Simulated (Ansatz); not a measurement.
Ideal-gas functions of C₂H₅BSn (`[BH2][SnH2][C]#C`) at 800 K and 1 bar, from an Ansatz frequency run at PBE0-D4/def2-TZVP.

Molar mass 158.58 g/mol, point group Cs (symmetry number 1), electronic degeneracy 1, moments of inertia 56.165, 203.333, 251.81 u Å². Harmonic wavenumbers (cm⁻¹, unscaled): 91, 96, 191, 248, 298, 444, 499, 561, 568, 662, 710, 713, 715, 883, 1150, 1933, 1937, 2141, 2601, 2705, 3463.

Use S(trans) = R[1.5 ln M + 2.5 ln T − 1.1517]; rotational temperatures θ = 24.2544 K / I; S(rot) = R[ln(√π/σ · √(T³/θAθBθC)) + 1.5]; for each mode x = 1.438777 ν̃/T, S = R[x/(eˣ − 1) − ln(1 − e⁻ˣ)] and H = RT x/(eˣ − 1); 1 cm⁻¹ = 0.0119627 kJ/mol; R = 8.31446 J/(mol·K).

Problem. By hand: the entropy, in J/(mol·K).

Solution. Translation 192.6. Rotation: θ = 0.4318, 0.1193, 0.0963 K, giving 122.7. Vibration, mode by mode: 23.37, 22.93, 17.24, 15.10, 13.60, 10.40, 9.49, 8.58, 8.49, 7.34, 6.82, 6.79, 6.77, 5.29, 3.61, 1.18, 1.18, 0.87, 0.44, 0.38, 0.12, in all 170.0. Electronic 0.0. Sum 485.3 J/(mol·K).

Problem. By hand: H − E and G − E in kJ/mol, counted from the electronic energy.

Solution. Zero-point energy ½ × 22609 × 0.0119627 = 135.2; thermal vibration 64.9; translation, rotation and pV give 4 RT = 26.6. H − E = 226.7 kJ/mol, and G − E = 226.7 − 800 × 485.3/1000 = -161.5 kJ/mol.

Vibration gives 35 % of the entropy, 46.3 J/(mol·K) of it from the modes under 150 cm⁻¹: soft modes count most, and the harmonic formula is weakest for them.
